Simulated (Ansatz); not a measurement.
Coupled-cluster run, `BN([SiH3])C=C`.

```yaml
crystal:
  periodic: [false, false, false]
  atoms:
    - {symbol: B, position_ang: [-1.676447, 0.847261, 0.485624]}
    - {symbol: N, position_ang: [-0.455431, 0.235020, 0.145483]}
    - {symbol: Si, position_ang: [0.923693, 0.286505, 1.246290]}
    - {symbol: C, position_ang: [-0.319210, -0.429258, -1.083581]}
    - {symbol: C, position_ang: [0.772919, -1.045068, -1.524005]}
    - {symbol: H, position_ang: [-2.586572, 0.788571, -0.290273]}
    - {symbol: H, position_ang: [-1.778394, 1.409052, 1.534721]}
    - {symbol: H, position_ang: [1.327780, -1.095369, 1.609783]}
    - {symbol: H, position_ang: [0.501810, 1.039019, 2.445787]}
    - {symbol: H, position_ang: [2.070456, 0.957421, 0.583133]}
    - {symbol: H, position_ang: [-1.220472, -0.405734, -1.688797]}
    - {symbol: H, position_ang: [1.695905, -1.095747, -0.957195]}
    - {symbol: H, position_ang: [0.764462, -1.526472, -2.492171]}
basis:
  gaussian: {orbitals: def2-TZVPP}
correlation: {method: ccsd_t}
output: {orbitals: {seedname: orbitals}}
```

```sh
$ ansatz run in.yaml --threads 2 --pin off --events-out ev --progress --plain --max-ram 22528MiB --backend cuda --devices 0, --max-vram 18GiB
```

Log, shortened:

```
Functional definition: HF
1616 factors; integrals over basis functions are off by at most 1.0e-3 eV
mean field evaluation 1: about -12201.7043 eV, gradient 3.6e1 eV
mean field evaluation 2: about -12201.9799 eV, gradient 3.6e1 eV
mean field evaluation 4: about -12205.7065 eV, gradient 5.2e0 eV
mean field evaluation 8: about -12205.7848 eV, gradient 2.9e-1 eV
mean field -12205.78512518 eV, -448.5543299720 hartree, gradient 2.8e-6 eV, S^2 0.000000; 0 other end points of the search recorded, 0 dependent functions left out
9 core orbitals not correlated: weight in the atoms' cores, before any rotation towards them, 1.000 or more for the frozen orbitals, at most 0.000 for the correlated occupied ones
reference -12205.78512518 eV, -448.5543299720 hartree; 14, 14 occupied and 255, 255 virtual orbitals, 1616 factors
second order -20.75417473 eV of doubles, -0.00000000 eV of singles
cycle   1  -21.46511055 eV  change   -7.1e-1 eV  update   1.1e-1
cycle   2  -22.08478077 eV  change   -6.2e-1 eV  update   3.3e-2
cycle   3  -22.20291154 eV  change   -1.2e-1 eV  update   1.7e-2
cycle   4  -22.19137595 eV  change    1.2e-2 eV  update   5.0e-3
cycle   5  -22.19163989 eV  change   -2.6e-4 eV  update   2.5e-3
cycle   6  -22.19222126 eV  change   -5.8e-4 eV  update   8.1e-4
cycle   7  -22.19185209 eV  change    3.7e-4 eV  update   3.4e-4
cycle   8  -22.19187663 eV  change   -2.5e-5 eV  update   1.0e-4
cycle   9  -22.19190247 eV  change   -2.6e-5 eV  update   3.7e-5
cycle  10  -22.19188405 eV  change    1.8e-5 eV  update   9.5e-6
perturbative correction -0.93843947 eV, -0.0344870145 hartree
Total energy: -12228.91544870 eV, -449.4043536832 hartree
```

Run time 9 s (2 threads of an AMD EPYC 7R13 on a shared host and a share of an NVIDIA H100 80 GB); peak host memory 0.83 GiB.

The correlation energy is -23.130 eV, 4.1 % of it from (T); the T1 diagnostic reads 0.0131.
